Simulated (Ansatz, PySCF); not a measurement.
Gas-phase reaction in SMILES: C[Si](C)(C)O[SiH2]Cl + 6 [H][H] (H2) -> 3 C (CH4) + Cl (HCl) + O (H2O) + 2 [SiH4] (SiH4)
Geometries: B3LYP-D3(BJ)/def2-TZVP minima from Ansatz (an electronic-structure program), one conformer each, not searched for the lowest. Frequencies are from Ansatz or PySCF.

Property: energy of full hydrogenation (0 K, with B3LYP-D3(BJ) harmonic zero-point energies), in kcal/mol. Correlated levels leave the core frozen unless marked. Spin-orbit coupling is left out. No relativistic terms. CBS marks a two-point X^-3 extrapolation of the correlation energy; Hartree-Fock from the larger set. The bracket is a focal-point correction in the basis named.

| level | program | energy of full hydrogenation (kcal/mol) |
|---|---|---|
| HF/aug-cc-pV(D+d)Z | Ansatz | 22.9 |
| B3LYP-D3(BJ)/def2-TZVPD | Ansatz + dftd3 | 60.6 |
| r2SCAN0/def2-TZVPD | Ansatz | 61.2 |
| HSE06/def2-TZVPD | Ansatz | 51.6 |

### Question
Predict the RI-MP2/CBS(aug-cc-pV(T+d)Z,aug-cc-pV(Q+d)Z)+[CCSD(T)-MP2]/aug-cc-pV(T+d)Z result (Ansatz).

### Answer
63.8 kcal/mol, so HSE06/def2-TZVPD differs from it by -12.2 kcal/mol.
